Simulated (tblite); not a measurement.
Species: C₅H₁₃PSi.
Z-matrix (Å and degrees, GFN2-xTB geometry), rows numbered from 1:
```
C 
P   1  1.6633
C   2  1.8526  1  102.09
Si  3  1.9232  2  112.38  1   -90.76
C   4  1.9075  3  108.22  2  -174.27
C   4  1.9066  3  109.58  2    65.74
C   4  1.9055  3  108.21  2   -54.24
H   1  1.0768  2  119.58  3   179.97
H   1  1.0776  2  123.99  3    -0.97
H   3  1.0890  2  109.30  1    32.50
H   3  1.0908  2  107.53  1   149.33
H   5  1.0849  4  110.75  3   179.60
H   5  1.0855  4  111.50  3    59.83
H   5  1.0855  4  111.62  3   -60.62
H   6  1.0861  4  110.94  3   -56.03
H   6  1.0855  4  111.13  3  -175.77
H   6  1.0861  4  111.71  3    64.12
H   7  1.0867  4  110.79  3    58.73
H   7  1.0856  4  111.56  3   178.78
H   7  1.0857  4  111.42  3   -60.85
```

All values are computed: GFN2-xTB (tblite) harmonic vibrations without scaling, gas phase. Errors from tens to a few hundred cm⁻¹ against measured bands are possible. One conformer, not necessarily the lowest.

Harmonic wavenumbers (cm⁻¹): 28.5, 66.5, 98.2, 103.3, 110.2, 123.3, 144.4, 157.3, 189.7, 193.0, 230.3, 317.9, 544.9, 619.7, 684.5, 690.1, 737.0, 740.5, 746.6, 758.1, 775.2, 791.3, 793.8, 843.9, 853.1, 868.0, 876.3, 1031.7, 1101.4, 1117.2, 1370.3, 1371.6, 1375.8, 1398.6, 1426.5, 1479.4, 1480.7, 1483.7, 1485.6, 1489.4, 1490.1, 2970.4, 2979.4, 3032.6, 3037.3, 3039.1, 3042.0, 3042.7, 3044.8, 3046.6, 3047.9, 3053.0, 3070.1, 3111.8.

A = 2586, B = 1034, C = 982.6 MHz; mass 132.052 u (most abundant isotopes); point group C1, symmetry number 1.

Problem. Zero-point energy?

Solution. Half the sum of the wavenumbers: 35853 cm⁻¹ = 102.51 kcal/mol.

Problem. What is S at 298.15 K and 1 bar for an ideal gas of classical rigid rotors and harmonic oscillators?

Solution. Translation 40.57, rotation 29.19, vibration 40.66: S = 110.4 cal/(mol K).

Problem. And Cp and H(298.15 K) − H(0)?

Solution. Cp = 43.60 cal/(mol K), of which vibrations give 35.65 (their classical limit is 54 R = 107.3); H(298.15 K) − H(0) = 8.34 kcal/mol without the zero-point energy, 5.97 from vibrations.

Problem. Blend soft modes into free rotors: weight 1/[1 + (100 cm⁻¹/ν̃)⁴] for the oscillator and the rest for a rotor with moment μB/(μ + B), μ = h/(8π²ν), B = 10⁻⁴⁴ kg m². What vibrational entropy results?

Solution. 37.03 cal/(mol K) in place of 40.66, which changes −T·S at 298.15 K by +1.08 kcal/mol.

Problem. Which modes carry the vibrational entropy at 298.15 K?

Solution. 28.5 cm⁻¹: 5.93; 66.5 cm⁻¹: 4.25; 98.2 cm⁻¹: 3.49; 103.3 cm⁻¹: 3.39; 110.2 cm⁻¹: 3.27; 123.3 cm⁻¹: 3.05 cal/(mol K); the other 48 give 17.28 together.

Problem. What must be added to the electronic energy to get the Gibbs energy at 298.15 K and 1 bar?

Solution. ZPE + [H(298.15 K) − H(0)] − T·S = 102.51 + 8.34 − 32.92 = 77.93 kcal/mol.

Hindered rotation and anharmonicity are outside this model. Other conformers, if any are populated, would add a mixing term that is left out. The structure is chiral; the term R ln 2 for an equal mix with its mirror image is left out.
